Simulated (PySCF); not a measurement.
# Reading the logs of faulty runs: AlCH7Si

These are calculations, not measurements. They come from PySCF 2.14.0, an open-source quantum chemistry program, on an isolated molecule that a program drew, which may never have been made. The molecule is AlCH7Si (charge 0, singlet), drawn as the SMILES string `[AlH2][CH2][SiH3]`.

Each row is a Hartree-Fock (HF) and frozen-core CCSD(T) single point in the cc-pV(D+d)Z basis, meant for a local HF minimum. Run 1 is clean. Each other run has one planted mistake out of seven kinds, and not every kind appears here: one electron removed, one electron added, multiplicity raised by two, geometry at a saddle point, minimal basis STO-3G, one bond length entered in bohr, all coordinates scaled. The reference is restricted for singlets and unrestricted otherwise, and also for a bond in bohr. Adding or removing an electron swaps singlet and doublet. Electrons count all cores. HOMO and LUMO are orbital energies over both spins, the gradient is its largest component, and the lowest frequency (negative if imaginary) is given only where the gradient is small. Bond lengths are over the 9 bonds as drawn. T1 is the CCSD diagnostic: over 0.02 (restricted) or 0.045 (unrestricted) a single reference is doubtful.

Geometry of the clean run:
```xyz
10
AlCH7Si, angstrom
Al   -2.1395    0.5311    0.3609
C    -0.4043   -0.2076   -0.1895
Si    0.2587   -1.6842    0.7639
H    -2.2058    1.6790    1.4476
H    -3.4762   -0.0135   -0.2870
H    -0.4698   -0.5077   -1.2440
H     0.3520    0.5858   -0.1216
H    -0.6858   -2.8275    0.6790
H     0.4275   -1.3451    2.2002
H     1.5722   -2.1353    0.2424
```

| run | electrons | basis functions | <S^2> | HOMO (eV) | LUMO (eV) | gradient (hartree/bohr) | lowest frequency (cm^-1) | mean bond (Å) | longest bond (Å) | T1 | HF (hartree) | CCSD(T) (hartree) | mistake |
|---|---|---|---|---|---|---|---|---|---|---|---|---|---|
| 1 | 40 | 95 | 0.000 | -10.99 | 1.25 | 1.2e-05 | 70 | 1.5176 | 1.965 | 0.0102 | -572.79090 | -573.17573 | no fault |
| 2 | 40 | 95 | 0.000 | -10.71 | 1.07 | 3.6e-02 | - | 1.6086 | 2.082 | 0.0110 | -572.76624 | -573.15655 | all coordinates scaled |
| 3 | 39 | 95 | 0.768 | -16.56 | -7.99 | 7.3e-02 | - | 1.5176 | 1.965 | 0.0264 | -572.44353 | -572.80255 | one electron removed |
| 4 | 40 | 95 | 2.016 | -4.97 | -2.44 | 9.7e-02 | - | 1.5176 | 1.965 | 0.0328 | -572.60599 | -572.98469 | ? |
| 5 | 41 | 95 | 0.765 | 0.36 | 7.38 | 2.1e-02 | - | 1.5176 | 1.965 | 0.0123 | -572.76067 | -573.16226 | ? |

**Which mistake was planted in run 4, and what did it cost?**

Electrons, basis and geometry are unchanged, and <S^2> is 2.016, beside S(S+1) = 2.00 for a multiplicity of 3. So the mistake is: multiplicity raised by two. Subtracting run 1 and multiplying by 627.51 kcal/mol a hartree, the energy moved by 116.0 kcal/mol in HF and 119.9 kcal/mol in CCSD(T).

**Which mistake was planted in run 5, and what did it cost?**

It counts 41 electrons, one more than the clean run, at the same geometry and basis. So the mistake is: one electron added. Subtracting run 1 and multiplying by 627.51 kcal/mol a hartree, the energy moved by 19.0 kcal/mol in HF and 8.5 kcal/mol in CCSD(T).

Cautions from the logs. Run 5: the HOMO is above zero, so the electron isn't bound and the energy depends on the basis.
